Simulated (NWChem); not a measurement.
Program: NWChem. System: AsGa, charge 0, spin multiplicity 3, at a geometry optimised with UPBE/def2-SVP. The structure started from a generated list of species. Its SCF solution wasn't tested for a lower state. Level: UMP2/def2-TZVP, 18 core orbitals frozen.

Part of the output:

```
             Northwest Computational Chemistry Package (NWChem) 7.3.0
             --------------------------------------------------------

                                NWChem Input Module
                                -------------------

 Scaling coordinates for geometry "geometry" by  1.889725989
 (inverse scale =  0.529177249)

 Turning off AUTOSYM since
 SYMMETRY directive was detected!

                             Geometry "geometry" -> ""
                             -------------------------

 Output coordinates in angstroms (scale by  1.889725989 to convert to a.u.)

  No.       Tag          Charge          X              Y              Z
 ---- ---------------- ---------- -------------- -------------- --------------
    1 Ga                  31.0000     0.00000000     0.00000000     1.33099700
    2 As                  33.0000     0.00000000     0.00000000    -1.25033000

 Effective nuclear repulsion energy (a.u.)     209.7170663487

            Nuclear Dipole moment (a.u.)
            ----------------------------
        X                 Y               Z
 ---------------- ---------------- ----------------
     0.0000000000     0.0000000000     0.0000321253

      Symmetry information
      --------------------

 Group name             C2v
 Group number             16
 Group order               4
 No. of unique centers     2

      Symmetry unique atoms

     1    2


 Summary of "ao basis" -> "" (spherical)
 ------------------------------------------------------------------------------
       Tag                 Description            Shells   Functions and Types
 ---------------- ------------------------------  ------  ---------------------
 *                         def2-tzvp                  on all atoms

 Summary of "ao basis" -> "ao basis" (spherical)
 ------------------------------------------------------------------------------
       Tag                 Description            Shells   Functions and Types
 ---------------- ------------------------------  ------  ---------------------
 Ga                        def2-tzvp                16       48   6s5p4d1f
 As                        def2-tzvp                16       48   6s5p4d1f

                                 NWChem SCF Module
                                 -----------------

  ao basis        = "ao basis"
  functions       =    96
  atoms           =     2
  alpha electrons =    33
  beta  electrons =    31
  charge          =   0.00
  wavefunction    = UHF
  use symmetry    = T
  symmetry adapt  = T

 Summary of "ao basis" -> "ao basis" (spherical)
 ------------------------------------------------------------------------------
       Tag                 Description            Shells   Functions and Types
 ---------------- ------------------------------  ------  ---------------------
 Ga                        def2-tzvp                16       48   6s5p4d1f
 As                        def2-tzvp                16       48   6s5p4d1f

      Symmetry analysis of basis
      --------------------------

        a1         42
        a2         10
        b1         22
        b2         22

 Forming initial guess at       0.0s

   Symmetry analysis of molecular orbitals - initial alpha
   -------------------------------------------------------

  Numbering of irreducible representations:

     1 a1          2 a2          3 b1          4 b2

  Orbital symmetries:

     1 a1          2 a1          3 a1          4 b2          5 a1
     6 b1          7 a1          8 b2          9 b1         10 a1
    11 a1         12 a1         13 b2         14 a1         15 b1
    16 b2         17 b1         18 a1         19 a1         20 b2
    21 a2         22 b1         23 a1         24 a1         25 a2
    26 b2         27 a1         28 b1         29 a1         30 a1
    31 a1         32 b2         33 b1         34 b2         35 b1
    36 a1         37 a1         38 b2         39 a2         40 a1
    41 b1         42 a1         43 a1

   Symmetry analysis of molecular orbitals - initial beta
   ------------------------------------------------------

  Numbering of irreducible representations:

     1 a1          2 a2          3 b1          4 b2

  Orbital symmetries:
[...]
              MO Center=  9.3D-15, -1.6D-15,  7.4D-01, r^2= 5.7D+00
   Bfn.  Coefficient  Atom+Function         Bfn.  Coefficient  Atom+Function
  ----- ------------  ---------------      ----- ------------  ---------------
    19      0.751748  1 Ga px                67     -0.504750  2 As px
    16      0.286403  1 Ga px                64     -0.205374  2 As px
    58      0.153085  2 As px

 center of mass
 --------------
 x =   0.00000000 y =   0.00000000 z =  -0.02544411

 moments of inertia (a.u.)
 ------------------
         854.220980381479           0.000000000000           0.000000000000
           0.000000000000         854.220980381479           0.000000000000
           0.000000000000           0.000000000000           0.000000000000

  Mulliken analysis of the total density
  --------------------------------------

    Atom       Charge   Shell Charges
 -----------   ------   -------------------------------------------------------
    1 Ga  31    30.68   2.00  2.00  1.18  0.78  1.06  0.83  5.98  4.43  1.56  0.39  0.39  8.89  1.13 -0.02  0.08  0.01
    2 As  33    33.32   2.00  2.00  1.17  0.78  0.99  0.97  5.99  5.76  0.36  1.55  1.71  8.94  1.06 -0.02  0.04  0.00

  Mulliken analysis of the alpha density
  --------------------------------------

    Atom       Charge   Shell Charges
 -----------   ------   -------------------------------------------------------
    1 Ga  31    15.38   1.00  1.00  0.59  0.39  0.51  0.42  2.99  2.22  0.78  0.26  0.17  4.44  0.56 -0.00  0.03  0.01
    2 As  33    17.62   1.00  1.00  0.59  0.39  0.49  0.51  3.00  2.89  0.20  1.26  1.28  4.46  0.53 -0.00  0.02  0.00

   Mulliken analysis of the beta density
   -------------------------------------

    Atom       Charge   Shell Charges
 -----------   ------   -------------------------------------------------------
    1 Ga  31    15.30   1.00  1.00  0.59  0.39  0.54  0.40  2.99  2.21  0.78  0.13  0.22  4.45  0.56 -0.02  0.05  0.00
    2 As  33    15.70   1.00  1.00  0.59  0.39  0.51  0.46  3.00  2.87  0.16  0.29  0.43  4.48  0.53 -0.01  0.02  0.00

   Mulliken analysis of the spin density
   -------------------------------------

    Atom       Charge   Shell Charges
 -----------   ------   -------------------------------------------------------
    1 Ga  31     0.08  -0.00 -0.00 -0.00  0.00 -0.03  0.02  0.00  0.01 -0.00  0.14 -0.05 -0.00 -0.00  0.01 -0.02  0.00
    2 As  33     1.92  -0.00 -0.00 -0.00 -0.00 -0.02  0.05  0.00  0.02  0.04  0.98  0.86 -0.02  0.01  0.01 -0.01  0.00

       Multipole analysis of the density wrt the origin
       ------------------------------------------------

     L   x y z        total         alpha         beta         nuclear
     -   - - -        -----         -----         ----         -------
     0   0 0 0     -0.000000    -33.000000    -31.000000     64.000000

     1   1 0 0     -0.000000     -0.000000      0.000000      0.000000
     1   0 1 0      0.000000      0.000000     -0.000000      0.000000
     1   0 0 1      1.143319      2.258226     -1.114939      0.000032

     2   2 0 0    -28.700579    -15.091639    -13.608941      0.000000
     2   1 1 0      0.000000      0.000000      0.000000      0.000000
     2   1 0 1      0.000000      0.000000      0.000000      0.000000
     2   0 2 0    -24.753142    -15.384280     -9.368862      0.000000
     2   0 1 1     -0.000000     -0.000000      0.000000      0.000000
     2   0 0 2    -24.644070   -213.857709   -191.132821    380.346461

                   NWChem MP2 Semi-direct Energy/Gradient Module
                   ---------------------------------------------

  Basis functions       =     96
  Molecular orbitals    =     96
  Frozen core           =     18
  Frozen virtuals       =      0
  Active alpha occupied =     15
  Active beta occupied  =     13
  Active alpha virtual  =     63
  Active beta virtual   =     65
  Use MO symmetry       = T
  Use skeleton AO sym   = T

  AO/Fock/Back tols     =   1.0D-09  1.0D-09  1.0D-09

 GA uses MA = F    GA memory limited = T

 Available:
  local mem=  1.26D+08
 global mem=  1.44D+08
 local disk=  0.00D+00
  mp2_memr nvloc                    63
  nvloc new                    63
   1 passes of  15:        4194304                      66031                  14435781.
   1 passes of  15: M    126149761           G      144160768           F     121955457.

 Semi-direct pass number   1 of   1  for UHF alpha       at        2.4s
  vrange nnbf                  4488
  mp2_eaftype                    55  avail_ma_in_mb                  1099
 EAF : mp2_eaftype filesize          55    7217891.
  mp2_eaf for mointskh                     55
Node 0 wrote     33.9 Mb in      0.0 s     Agg I/O rate:   714.3 Mb/s
 Done moints_semi at        6.0s
  mp2_eaftype                    55  avail_ma_in_mb                  1044
 EAF : mp2_eaftype filesize          55    7217891.
  mp2_eaf for kh                    55
 Done maket at        6.1s
 Done multipass loop at        6.1s

 GA uses MA = F    GA memory limited = T

 Available:
  local mem=  1.26D+08
 global mem=  1.44D+08
 local disk=  0.00D+00
  mp2_memr nvloc                    65
  nvloc new                    65
   1 passes of  13:        4194304                      61033                  12909861.
   1 passes of  13: M    126149761           G      144160768           F     121955457.

 Semi-direct pass number   1 of   1  for UHF beta        at        6.2s
  vrange nnbf                  4488
  mp2_eaftype                    49  avail_ma_in_mb                  1099
 EAF : mp2_eaftype filesize          49    6454931.
  mp2_eaf for mointskh                     49
Node 0 wrote     30.3 Mb in      0.0 s     Agg I/O rate:   954.3 Mb/s
 Done moints_semi at        9.7s
  mp2_eaftype                    49  avail_ma_in_mb                  1050
 EAF : mp2_eaftype filesize          49    6454931.
  mp2_eaf for kh                    49
 Done maket at        9.8s
 Done multipass loop at        9.8s

          -------------------------------------------
          SCF energy               -4157.428899129263
          Correlation energy          -0.411651499565
          Singlet pairs                0.000000000000
          Triplet pairs                0.000000000000
          Total MP2 energy         -4157.840550628828
          -------------------------------------------

          ---------------------------------------------------
                    Spin Component Scaled (SCS) MP2
          Same spin pairs                     -0.131959210996
          Same spin scaling factor             0.333333333333
          Opposite spin pairs                 -0.279692288569
          Opposite spin scaling fact.          1.200000000000
          SCS-MP2 correlation energy          -0.379617149948
          Total SCS-MP2 energy             -4157.808516279210
          ---------------------------------------------------

 -----------------------
 Performance information
 -----------------------

 Timer overhead =  9.62D-08 seconds/call

               Nr. of calls         CPU time (s)                 Wall time (s)                GFlops
             ---------------    -------------------     ------------------------------   -------------------
Name         Min   Avg   Max    Min     Avg     Max     Min     Avg     Max   Mx/calls   Min     Max     Sum
mp2: moin     2     2     2    7.2     7.2     7.2      7.2     7.2     7.2     3.6      0.0     0.0     0.0
mp2: make     2     2     2   0.18    0.18    0.18     0.18    0.18    0.18    8.89E-2   0.0     0.0     0.0
mp2: tota     1     1     1    7.5     7.5     7.5      7.5     7.5     7.5     7.5      0.0     0.0     0.0

 The average no. of pstat calls per process was 5.00D+00
 with a timing overhead of 4.81D-07s

 Task  times  cpu:        9.8s     wall:        9.8s

 Total times  cpu:        9.8s     wall:        9.8s
```

Q: Write an NWChem input that would produce this output.

A: This is not unique; one that fits is 
```
start mol
memory heap 200 mb stack 900 mb global 1100 mb
geometry units angstroms nocenter noautoz
  Ga     0.000000     0.000000     1.330997
  As     0.000000     0.000000    -1.250330
  symmetry group C2v
end
basis spherical
  * library def2-tzvp
end
scf
  uhf
  nopen 2
  maxiter 100
  thresh 1e-7
  semidirect memsize 60000000 filesize 0
  # guess.movecs holds the orbitals of an unrestricted PBE0 run
  vectors input guess.movecs output mol.movecs
end
mp2
  freeze core 18
end
task mp2 energy
```
